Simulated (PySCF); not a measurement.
Job file and geometry (Å, from GFN2-xTB) of an NMR shielding run on SMILES CCCO[Si@@](C)(C#N)OC, C6H13NO2Si, GIAO PBE0/pcSseg-1 NMR shielding, non-relativistic, gas phase in PySCF; density fitting, a coarse starting grid and PySCF grid level 2 are the driver's defaults:

```
$ OMP_NUM_THREADS=1 python probes_run.py task.json out

{"job": {"kind": "nmr", "xc": "PBE0", "basis": "pcSseg-1"}, "charge": 0, "multiplicity": 1}
C      3.031393     0.738338    -0.347151
C      2.785417    -0.631780     0.271908
C      1.402636    -1.166555    -0.087589
O      0.419442    -0.383526     0.530512
Si    -1.131130    -0.211774     0.137738
C     -1.460492     0.326453    -1.657593
C     -2.065399    -1.835351     0.363337
N     -2.635510    -2.819548     0.499364
O     -1.575668     0.851710     1.269442
C     -2.852497     1.358613     1.512445
H      2.263560     1.432906    -0.017569
H      3.002833     0.675640    -1.433049
H      4.002622     1.125250    -0.049226
H      2.852691    -0.561503     1.358208
H      3.534972    -1.344883    -0.075609
H      1.265995    -1.153720    -1.175118
H      1.292908    -2.201830     0.257062
H     -1.057914    -0.384057    -2.374739
H     -0.994294     1.289246    -1.857161
H     -2.521634     0.427259    -1.870246
H     -3.193291     1.971506     0.674544
H     -2.800626     1.973874     2.410547
H     -3.570766     0.550717     1.670022
```

**Question.** Write the output of this run.

**Answer.** 
```
coarse grid: 19440 points
cycle   1  E = -730.2741693197  dE =  1.150e+00  |g| = 9.779e-01  |ddm| = 4.214e+00
cycle   2  E = -729.9762117469  dE =  2.980e-01  |g| = 1.589e+00  |ddm| = 1.865e+00
cycle   3  E = -730.4470661867  dE = -4.709e-01  |g| = 2.390e-01  |ddm| = 1.274e+00
cycle   4  E = -730.4571326745  dE = -1.007e-02  |g| = 1.129e-01  |ddm| = 1.833e-01
cycle   5  E = -730.4595794162  dE = -2.447e-03  |g| = 3.672e-02  |ddm| = 8.138e-02
cycle   6  E = -730.4598681267  dE = -2.887e-04  |g| = 5.658e-03  |ddm| = 2.765e-02
cycle   7  E = -730.4598753052  dE = -7.179e-06  |g| = 1.307e-03  |ddm| = 5.800e-03
final grid: 182424 points
cycle   8  E = -730.5403279748  dE = -3.712e-05  |g| = 1.509e-02  |ddm| = 2.856e-02
cycle   9  E = -730.5402826980  dE =  4.528e-05  |g| = 2.178e-02  |ddm| = 2.295e-02
cycle  10  E = -730.5403720410  dE = -8.934e-05  |g| = 2.510e-03  |ddm| = 1.466e-02
cycle  11  E = -730.5403733444  dE = -1.303e-06  |g| = 6.957e-04  |ddm| = 1.999e-03
cycle  12  E = -730.5403734326  dE = -8.824e-08  |g| = 2.608e-04  |ddm| = 5.092e-04
cycle  13  E = -730.5403734466  dE = -1.395e-08  |g| = 4.187e-05  |ddm| = 1.788e-04
cycle  14  E = -730.5403734469  dE = -3.877e-10  |g| = 9.588e-06  |ddm| = 4.771e-05
converged SCF energy = -730.5403734469

GIAO shielding tensors (ppm)
atom      isotropic    diamagn.    paramagn.     s11        s22        s33       span
  0 C      173.561     248.313     -74.752    157.260    176.385    187.038     29.779
  1 C      157.590     248.858     -91.269    147.123    154.683    170.963     23.840
  2 C      120.955     245.003    -124.049     96.203    114.773    151.889     55.686
  3 O      282.827     403.301    -120.475    249.822    266.998    331.660     81.838
  4 Si     395.993     884.211    -488.219    320.969    425.093    441.916    120.947
  5 C      188.949     259.353     -70.404    177.041    186.827    202.979     25.938
  6 C       62.014     265.375    -203.361    -54.032    -48.806    288.880    342.911
  7 N      -83.366     339.242    -422.609   -291.137   -259.805    300.842    591.980
  8 O      310.356     401.885     -91.528    266.646    311.702    352.720     86.073
  9 C      135.858     239.790    -103.931    109.391    112.472    185.712     76.321
 10 H       30.155      32.750      -2.595     25.002     30.972     34.492      9.490
 11 H       31.135      30.738       0.397     27.317     29.051     37.038      9.720
 12 H       30.563      27.748       2.815     25.798     27.622     38.269     12.471
 13 H       29.889      30.932      -1.044     25.822     28.572     35.272      9.450
 14 H       30.333      29.149       1.184     25.351     28.579     37.067     11.716
 15 H       28.349      33.597      -5.248     23.033     29.386     32.627      9.593
 16 H       27.382      31.147      -3.764     21.547     28.375     32.226     10.679
 17 H       31.261      33.345      -2.084     27.258     29.312     37.214      9.956
 18 H       31.714      34.126      -2.412     27.478     28.776     38.886     11.408
 19 H       31.344      30.204       1.140     27.284     28.824     37.924     10.640
 20 H       28.055      27.665       0.389     23.304     26.272     34.588     11.285
 21 H       27.680      26.809       0.871     23.085     25.278     34.676     11.592
 22 H       27.811      26.416       1.395     23.314     26.052     34.066     10.751
```

**Question.** Turn these shieldings into chemical shifts. Chemical shifts δ = σref − σ; TMS for 13C (186.93 ppm), 29Si (349.16 ppm), 1H (31.72 ppm); H2O for 17O (336.08 ppm); 15N (267.73 ppm) against NH3, all at this level.

**Answer.** Averaging equivalent atoms: C 6: 124.9; C 2: 66.0; C 9: 51.1; C 1: 29.3; C 0: 13.4; C 5: -2.0; O 3: 53.3; O 8: 25.7; Si 4: -46.8; N 7: 351.1; H 16: 4.33; H 20/21/22: 3.87; H 15: 3.37; H 13: 1.83; H 14: 1.38; H 10/11/12: 1.10; H 17/18/19: 0.28 ppm. Experimental scales use liquid or dissolved standards, which lie at an offset from isolated NH3 (liquid NH3: subtract about 20 ppm) and H2O (liquid H2O: subtract about 36 ppm). Unscaled 15N shifts of sp2 nitrogen come out 20 to 40 ppm too high even then.

Size and cost of the density-fitted run: 242 basis functions, 2 min wall time on 1 thread of an Arm Neoverse N1, shared host.
